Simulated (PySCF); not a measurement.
SMILES C#C[SiH2][SiH2][Si](Cl)(Cl)Cl, singlet (GFN2-xTB optimised geometry):

```
13

C     -0.039     1.604    -3.716
C      0.875     1.306    -2.994
Si     2.238     0.811    -1.847
Si     1.297    -0.255     0.000
Si    -1.028    -0.255     0.000
Cl    -1.908    -1.202     1.565
Cl    -1.759    -1.139    -1.684
Cl    -1.748     1.652     0.000
H     -0.837     1.874    -4.349
H      3.148    -0.046    -2.620
H      2.971     2.039    -1.509
H      1.744     0.363     1.259
H      1.748    -1.652     0.101
```

Computed with PySCF with PBE0/def2-TZVP.

Problem. What are the frontier orbital energies and the dipole moment?

Solution. HOMO-2 -8.66 eV, HOMO-1 -8.37 eV, HOMO -8.13 eV, LUMO -1.23 eV, LUMO+1 -0.96 eV; dipole moment 1.45 D.

Meta-Löwdin charges at PBE0/def2-TZVP: C1 -0.15, C2 -0.28, Si3 0.41, Si4 0.09, Si5 0.78, Cl6 -0.26, Cl7 -0.27, Cl8 -0.27, H9 0.18, H10 -0.06, H11 -0.06, H12 -0.05, H13 -0.05.
